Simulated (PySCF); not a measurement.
## Mass spectrum arithmetic for `CC(=O)[SiH2]O[SiH2]O[SiH3]`

Species: `CC(=O)[SiH2]O[SiH2]O[SiH3]`.

Calculated from isotope tables alone.

Problem. What are the average molar mass and the monoisotopic mass?

Solution. For C2H10O3Si3, with standard atomic weights, 2 × 12.011 + 3 × 15.999 + 3 × 28.085 + 10 × 1.008 = 166.354 g/mol. From the most abundant isotopes (12C, 16O, 28Si, 1H), 2 × 12.000000 + 3 × 15.994915 + 3 × 27.976927 + 10 × 1.007825 = 165.9938 u.

Problem. Work out the cluster of the molecular ion M+•, one line a nominal mass.

Solution. 
```json
{"nominal mass": "166", "m/z (centroid)": "165.9932", "relative intensity": "100.0"}
{"nominal mass": "167", "m/z (centroid)": "166.9933", "relative intensity": "17.6"}
{"nominal mass": "168", "m/z (centroid)": "167.9908", "relative intensity": "11.8"}
{"nominal mass": "169", "m/z (centroid)": "168.9911", "relative intensity": "1.4"}
{"nominal mass": "170", "m/z (centroid)": "169.9886", "relative intensity": "0.5"}
```

Lines under 0.1 % of the tallest are left out. One electron mass, 0.00055 u, is taken off.

Problem. Double-bond equivalents and nitrogen rule?

Solution. (2 × 5 + 2 + 0 − 10)/2 = 1; the structure has 0 rings and 1 π bond. The nominal mass 166 is even, with 0 nitrogens, as the rule says.

Problem. What share of all molecules is the monoisotopic species?

Solution. 0.9893^2 × 0.99757^3 × 0.922297^3 × 0.999885^10 = 76.14 %.

Problem. Which m/z would the protonated, sodiated and deprotonated molecule have?

Solution. [M+H]+ 167.0011, [M+Na]+ 188.9830, [M−H]− 164.9865, for the monoisotopic species (arithmetic only; whether such ions form is another matter).

Problem. Count the protons, neutrons and electrons of the monoisotopic species, and give its exact less its nominal mass.

Solution. 88 protons, 78 neutrons and 88 electrons; 165.9938 − 166 = -0.0062 u.

Problem. What is the composition by mass?

Solution. C 14.44 %, O 28.85 %, Si 50.65 %, H 6.06 %.
